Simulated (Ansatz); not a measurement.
CuF, triplet, at the geometry of the source list (the multiplicity is a formal guess). Base run: BLYP/cc-pVDZ (Ansatz, a quantum-chemistry and plane-wave program).

Here is a job for Ansatz.
Ansatz 0.2 input:
```yaml
crystal:
  periodic: [false, false, false]
  atoms:
    - {symbol: Cu, position_ang: [-0.45740000, -0.37720000, -0.61790000]}
    - {symbol: F, position_ang: [0.45740000, 0.37720000, 0.61790000]}
basis:
  gaussian:
    orbitals: cc-pVDZ
hamiltonian:
  xc: blyp
magnetization: {spin_polarized: true, initial_magnetization: 2}
```

The base run was repeated with changes; each row names its change, and settings that it needs were set with it.

```
change               basis functions       E (Eh)
-------------------  ---------------  -----------
base                              57  -1740.42646
basis = STO-3G                    23  -1719.98840
basis = 6-31G                     38  -1740.05029
basis = pcseg-1                   45  -1740.18947
basis = def2-SVP                  45  -1740.04117
basis = 6-31G**                   51  -1740.06293
basis = aug-pcseg-1               70  -1740.20704
basis = pc-2                      86  -1740.48436
basis = def2-TZVPD                88  -1740.43175
basis = def2-TZVPP                95  -1740.43130
basis = def2-QZVP                141  -1740.48443
basis = def2-QZVPP               157  -1740.48466
basis = cc-pVQZ                  159  -1740.48857
```

Totals compare only among sets that treat the same electrons; sets with core potentials leave the core out.
